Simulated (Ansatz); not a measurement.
`[CH3][GaH][F]` → `[CH2]` (triplet) + `[F][GaH2]`  (formal loss of a carbene)

Gas-phase electronic energies from Ansatz, PBE0-D4/def2-TZVP geometries. CCSD(T)/CBS adds triple-zeta CCSD(T) − MP2 to the extrapolated MP2 energy (def2 sets, frozen cores). This one scheme is used for every species. DFT in def2-TZVPP. B3LYP here is the variant with VWN-RPA as its local correlation; programs differ in this. Triplets are unrestricted, without spin–orbit coupling. For Ga outer-core shells are correlated without core-valence functions, which leaves a few kJ/mol of doubt a bond. Scalar relativity is left out up to krypton.

Problem. Is it downhill or uphill in electronic energy at CCSD(T)/CBS, and by how much? (Best estimate.)

Solution. Computed: Uphill: ΔE = +480.5 kJ/mol.

Problem. What do these levels give: PBE0-D4, B3LYP-D4, r2SCAN0-D4, CAM-B3LYP-D4, r2SCAN0, HF/def2-SVP? (Best estimate.)

Solution. The calculation gave: PBE0-D4 473.0, B3LYP-D4 467.9, r2SCAN0-D4 450.2, CAM-B3LYP-D4 471.3, r2SCAN0 448.9, HF/def2-SVP 326.6 kJ/mol.

Largest T1 diagnostic among the species: 0.014.

From r2SCAN to r2SCAN0 (25 % exact exchange), in def2-TZVPP and without D4, ΔE moves by −4.7 kJ/mol. At CCSD(T), def2-SVP lies −31.1 kJ/mol from the extrapolated value and def2-TZVPP −14.5 kJ/mol.
